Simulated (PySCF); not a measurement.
# Polarisability and C₆ of Sc⁺ (scandium, charge +1)

[Ar] 3d1 4s1, high-spin 3D determinant. Calculation: PySCF 2.14, in x2c-TZVPPall with one added diffuse shell each of s, p, d, f type (7s6p5d3f1g, 80 functions); the spin-free X2C one-electron Hamiltonian (Gaussian nucleus). Coupled (time-dependent) response in atomic units; α is the mean over directions.

```json
{"method": "PW91", "mean α (bohr³)": "59.39", "α xx, yy, zz": "58.69, 58.69, 60.80", "C₆ (like pair)": "403.7", "S(−4)": "3070"}
{"method": "r2SCAN0", "mean α (bohr³)": "62.09", "α xx, yy, zz": "59.38, 59.38, 67.50", "C₆ (like pair)": "435.7", "S(−4)": "3264"}
```

S(−4) is the Cauchy moment in α(ω) = α(0) + S(−4) ω² + …

α(iu) at PW91:

| u (hartree) | α(iu) (bohr³) |
| --- | --- |
| 0 | 59.39 |
| 0.0500 | 52.66 |
| 0.100 | 39.71 |
| 0.200 | 21.27 |
| 0.300 | 13.06 |
| 0.500 | 6.959 |
| 0.750 | 4.345 |
| 1.00 | 3.134 |
| 1.50 | 1.924 |
| 2.00 | 1.305 |
| 3.00 | 0.7020 |
| 5.00 | 0.2926 |

A single London oscillator, α(iu) = α/(1 + u²/ω²), gives C₆ = (3/4) ω α². Matching the computed C₆ needs ω = 4 × 403.7 / (3 × 59.39²) = 0.153 hartree.

For an ion, C₆ is the dispersion term alone; charge-induced terms of lower order in 1/R come first.

The components differ because the open shell of this determinant is not spherical; for a pure term their mean is the scalar polarisability.
